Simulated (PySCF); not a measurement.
# Ionisation energy of Zn+ by level of theory

Zn+ [Ar] 3d10 4s1 (2S) → Zn(2+) [Ar] 3d10 (1S), as a difference of total energies. All numbers are calculated (PySCF 2.14, no relativity, point nucleus, in pcseg-2 (6s4p3d2f1g, 56 functions)). Correlated levels: valence: [Ar] frozen. The calculations carry no spin-orbit coupling.

| method | ionisation energy (eV) | difference from reference (eV) |
| --- | --- | --- |
| UHF | 16.576 | -1.388 |
| M06-L | 17.542 | -0.422 |
| MN15 | 17.586 | -0.378 |
| MP2 (valence) | 17.502 | -0.462 |
| SCS-MP2 (valence) | 17.353 | -0.611 |

Reference: 17.964 eV (measured; NIST Atomic Spectra Database, ionization energies).

These non-relativistic numbers lack the scalar-relativistic shift.

Errors of the correlated levels include the incompleteness of this basis and the frozen core.
